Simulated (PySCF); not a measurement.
A GIAO shielding run with PySCF 2.14.0 with density-fitted response routines (density fitting, non-relativistic, gas phase) on SMILES C(#CC)[C@@](C)(NC)[SiH2]C, C$_{7}$H$_{15}$NSi:

```
$ OMP_NUM_THREADS=1 python probes_run.py task.json out

{"job": {"kind": "nmr", "xc": "PBE0", "basis": "pcSseg-1"}, "charge": 0, "multiplicity": 1}
C      3.863177    -0.118554    -0.127977
C      2.422581    -0.070235     0.020696
C      1.232546    -0.064020     0.177515
C     -0.218868    -0.002620     0.251130
C     -0.638925     0.518268     1.628066
N     -0.778736     0.848489    -0.811084
C     -0.419623     2.253966    -0.746148
Si    -0.958390    -1.758781    -0.058583
C     -2.846493    -1.662476     0.056714
H      4.261794     0.884567    -0.284394
H      4.129775    -0.741181    -0.982757
H      4.315771    -0.540472     0.769690
H     -0.414503    -0.225017     2.389956
H     -0.105440     1.432578     1.883281
H     -1.707176     0.719972     1.632803
H     -0.463813     0.477755    -1.703206
H     -0.773321     2.743105    -1.653340
H     -0.917945     2.715678     0.105785
H      0.663316     2.422476    -0.654459
H     -0.408416    -2.681367     0.943880
H     -0.541334    -2.197229    -1.397607
H     -3.297834    -2.593058    -0.271934
H     -3.176394    -1.479501     1.075096
H     -3.233482    -0.862579    -0.567053
```

Hardware: 1 thread of an Arm Neoverse V1, shared host. The job also computes population analyses, field gradients.

Question: How large is the calculation?

Answer: 78 electrons, 235 basis functions and 1232 auxiliary functions.

Question: How long does it take, and how much memory does it need?

Answer: 61 s of wall time, with 14 SCF cycles and 5 response iterations; peak memory 1.1 GiB. Times on a shared host scatter by some tens of per cent.
